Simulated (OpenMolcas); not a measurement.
What dynamic correlation does to the levels of Mn VI

```yaml
Program: OpenMolcas 26.06
Basis: ANO-RCC-VQZP [7s6p4d3f2g1h]
Scalar_Hamiltonian: DKH2, point nucleus
Active_space: 2 electrons in 5 orbitals (3d)
State_averaging: 2S+1 = 3 even, 10 roots; 2S+1 = 1 even, 15 roots
Spin-orbit_coupling: state interaction with AMFI integrals over the reference wave functions, term energies averaged over their components
```

Methods on the same reference wave functions:
A. CASSCF
B. SS-CASPT2, IPEA 0.25 Eh, imaginary shift 0.1 Eh (closed shells correlated: 3s 3p)

Energies in cm⁻¹ above 3d² ³F₂, the measured ground level; measured values from Corliss and Sugar, J. Phys. Chem. Ref. Data 6, 1253 (1977).

| Level | A | B | Measured |
| --- | --- | --- | --- |
| 3d² ³F₂ | 0.0 | 0.0 | 0.0 |
| 3d² ³F₃ | 726 | 732 | 746 |
| 3d² ³F₄ | 1649 | 1654 | 1669 |
| 3d² ¹D₂ | 18880 | 15270 | 15336 |
| 3d² ³P₀ | 21922 | 18650 | 17782 |
| 3d² ³P₁ | 22181 | 18910 | 18057 |
| 3d² ³P₂ | 22766 | 19490 | 18628 |
| 3d² ¹G₄ | 28889 | 26150 | 25511 |
| 3d² ¹S₀ | 69943 | 60460 |  |

Deviations, from unrounded energies. A percentage is the sum of absolute deviations over the sum of measured energies, with the sign that they share, or ± where signs differ.

| Against measurement | Levels | A | B |
| --- | --- | --- | --- |
| mean absolute deviation (cm-1) | 7 | 2800 | 470 |
| fine structure of the ground term (%) | 2 | -1.7 | -1.2 |
| other terms of the ground configuration (%) | 5 | +20.3 | ±3.5 |

B lies closest to measurement on these levels. The largest miss of B in the table is 3d² ³P₀, by +870 cm-1. The ranking rests on the paired levels alone, and a cruder setting can come out closer through cancelling errors.

From A to B the spin-free energies of the other terms of 3d² shown, above ³F, scale by factors of 0.80 to 0.90, as is usual when dynamic correlation screens the repulsion within a d or f shell.

The lowest spin-free term lies below A's lowest term by 0.333 hartree in B.

CASPT2 does not keep the components of a term degenerate, so their means are used; among the terms shown or strongly mixed into the levels shown the widest spread is 590 cm-1 (3d² ³F, B). Without dynamic correlation excited terms often stand tens of per cent too high (terms of higher spin than the ground term too low), and those without a measured partner can miss by more than the paired ones (holds for A). Computed and measured levels are paired by configuration, term and J; levels that our copy of the source lacks, or whose pairing is in doubt (as where it misses far off the trend of its configuration), stay unpaired and out of the deviations. Only configurations of the active space appear.
